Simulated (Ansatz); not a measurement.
C3H7AlO, SMILES `C=CC[O][AlH2]`. Total charge 0; spin multiplicity 1. The structure was optimised at the PBE0-D4/def2-TZVP level. It is one conformer, not always the lowest.

```xyz
12

C     0.846   -0.978   -1.697
C    -0.093   -0.138   -1.288
C     0.101    0.878   -0.212
O    -0.883    0.748    0.781
Al   -0.846    0.068    2.329
H     0.666   -1.694   -2.491
H     1.837   -0.976   -1.253
H    -1.084   -0.161   -1.736
H     1.115    0.782    0.202
H     0.020    1.886   -0.641
H     0.543   -0.426    2.910
H    -2.223    0.010    3.095
```

Problem. What is the dipole moment at r2SCAN/def2-TZVPP? (Best estimate.)

Solution. Ansatz gave: 0.79 D, with components (0.71, -0.06, -0.34) D in this frame, pointing from negative to positive charge.

Problem. And with PBE, B3LYP, ωB97M-V? (Best estimate.)

Solution. The calculation gave: PBE 0.78 D, B3LYP 0.81 D, ωB97M-V 0.81 D.

Problem. Give the Mulliken charges with r2SCAN, PBE, ωB97M-V in def2-TZVPP. (Estimate.)

Solution. The calculation gave: 
| atom | r2SCAN | PBE | ωB97M-V |
| --- | --- | --- | --- |
| C1 | -0.18 | -0.20 | -0.21 |
| C2 | -0.12 | -0.14 | -0.14 |
| C3 | 0.19 | 0.09 | 0.02 |
| O4 | -0.39 | -0.30 | -0.36 |
| Al5 | 0.53 | 0.39 | 0.43 |
| H6 | 0.08 | 0.10 | 0.10 |
| H7 | 0.07 | 0.08 | 0.09 |
| H8 | 0.08 | 0.09 | 0.11 |
| H9 | 0.03 | 0.05 | 0.08 |
| H10 | 0.03 | 0.07 | 0.09 |
| H11 | -0.17 | -0.13 | -0.12 |
| H12 | -0.15 | -0.11 | -0.10 |

B3LYP here is the variant with VWN-RPA as its local correlation; programs differ in this.
